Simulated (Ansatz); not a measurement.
Gas-phase electronic energies from Ansatz, PBE0-D4/def2-TZVP geometries. CCSD(T)/CBS adds triple-zeta CCSD(T) − MP2 to the extrapolated MP2 energy (def2 sets, frozen cores). DFT in def2-TZVPP. B3LYP here is the variant with VWN-RPA as its local correlation; programs differ in this. For Ge outer-core shells are correlated without core-valence functions, which leaves a few kJ/mol of doubt a bond. Scalar relativity is left out up to krypton. Each species was taken in one conformer, which may not be the lowest.

`NB(F)[SiH3]` + `[CH3][Ge]([CH3])([CH3])[Cl]` → `CB(N)[SiH3]` + `[CH3][Ge]([CH3])([F])[Cl]`  (redistribution)

`NB(F)[SiH3]`:

Cartesian coordinates in Å:
```
N -0.202 1.241 -1.073
B 0.452 0.097 -0.628
F 1.485 -0.356 -1.358
Si -0.096 -0.895 1.057
H 0.070 1.731 -1.911
H -0.983 1.647 -0.588
H -0.511 -2.291 0.745
H 1.029 -0.962 2.031
H -1.242 -0.212 1.723
```

`[CH3][Ge]([CH3])([CH3])[Cl]`:

Z-matrix (Å, degrees):
```
C
Ge 1 1.945
H 1 1.090 2 110.1
H 1 1.090 2 110.1 3 -119.9
H 1 1.092 2 110.1 3 120.0
C 2 1.945 1 112.7 3 175.5
C 2 1.945 1 112.7 3 -55.6
Cl 2 2.182 1 106.0 3 60.0
H 6 1.090 2 110.1 1 -175.6
H 6 1.090 2 110.1 1 -55.7
H 6 1.092 2 110.1 1 64.4
H 7 1.092 2 110.1 1 -64.5
H 7 1.090 2 110.1 1 175.4
H 7 1.090 2 110.1 1 55.5
```

`CB(N)[SiH3]`:

Z-matrix (Å, degrees):
```
C
B 1 1.573
H 1 1.095 2 110.8
H 1 1.095 2 113.7 3 121.7
H 1 1.095 2 110.7 3 -116.7
N 2 1.392 1 120.4 3 -121.9
Si 2 2.029 1 121.5 3 58.1
H 6 1.006 2 123.8 1 -180.0
H 6 1.009 2 122.7 1 0.1
H 7 1.492 2 111.7 1 59.2
H 7 1.494 2 112.3 1 179.6
H 7 1.492 2 111.6 1 -60.0
```

`[CH3][Ge]([CH3])([F])[Cl]`:

Cartesian coordinates in Å:
```
C 0.144 1.212 1.197
Ge 0.444 0.125 -0.369
C -0.758 -1.334 -0.755
F 0.397 1.195 -1.741
Cl 2.461 -0.627 -0.320
H 0.230 0.603 2.098
H 0.890 2.005 1.231
H -0.852 1.655 1.154
H -0.717 -2.074 0.045
H -0.462 -1.803 -1.692
H -1.778 -0.957 -0.848
```

```tsv
level	ΔE (kcal/mol)	difference from CCSD(T)/CBS
PBE-D4	10.1	-1.2
r2SCAN-D4	10.3	-1.0
ωB97X-V	10.5	-0.8
B2PLYP	11.0	-0.3
PBE	10.0	-1.3
B3LYP	10.6	-0.7
SCS-MP2/def2-TZVPP	11.7	0.4
MP2/def2-QZVPP	11.6	0.3
SCS-MP2/def2-QZVPP	11.1	-0.2
MP2/CBS(def2)	11.5	0.2
CCSD(T)/CBS	11.3	0
```

Largest T1 diagnostic among the species: 0.013.

From PBE to PBE0 (25 % exact exchange), in def2-TZVPP and without D4, ΔE moves by +0.7 kcal/mol.
